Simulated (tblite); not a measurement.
Computed with GFN2-xTB (tblite): harmonic, unscaled wavenumbers at the GFN2-xTB geometry, gas phase. This tight-binding method is rough: wavenumbers can miss measured ones by several per cent, in bad cases by 10 to 20. Modes of hydrogen on phosphorus can be 10 to 20 % off. One conformer each. Thermal functions are those of the rigid rotor and harmonic oscillator, without mixing of conformers.

Task: Order these by their ideal-gas entropy at 200 K and 1 bar, highest first (cal/(mol K)).
A. `C#CCP(N)C1CC1`
B. `C[P@@H+]1CC=C(F)C1`
C. `Cc1pccs1`
D. `Cc1ocpc1C=O`
E. `C[PH+]1C=CC=C1`

Result: A (85.9), D (78.8), B (76.8), C (71.6), E (70.7).

| SMILES | atoms | mass (u) | symmetry number | modes under 300 cm⁻¹ | ZPE (kcal/mol) | S translation (cal/(mol K)) | S rotation | S vibration | S | Cp |
| --- | --- | --- | --- | --- | --- | --- | --- | --- | --- | --- |
| C#CCP(N)C1CC1 | 18 | 127.06 | 1 | 8 | 89.4 | 38.5 | 27.8 | 19.6 | 85.9 | 28.7 |
| Cc1ocpc1C=O | 13 | 128.00 | 1 | 5 | 55.6 | 38.5 | 27.4 | 13.0 | 78.8 | 22.6 |
| C[P@@H+]1CC=C(F)C1 | 16 | 119.04 | 1 | 5 | 77.7 | 38.3 | 26.9 | 11.7 | 76.8 | 22.8 |
| Cc1pccs1 | 11 | 115.98 | 1 | 3 | 48.2 | 38.2 | 26.3 | 7.2 | 71.6 | 18.4 |
| C[PH+]1C=CC=C1 | 14 | 99.04 | 1 | 3 | 68.7 | 37.7 | 25.6 | 7.4 | 70.7 | 19.0 |

Entropies and Cp are for 200 K and 1 bar.
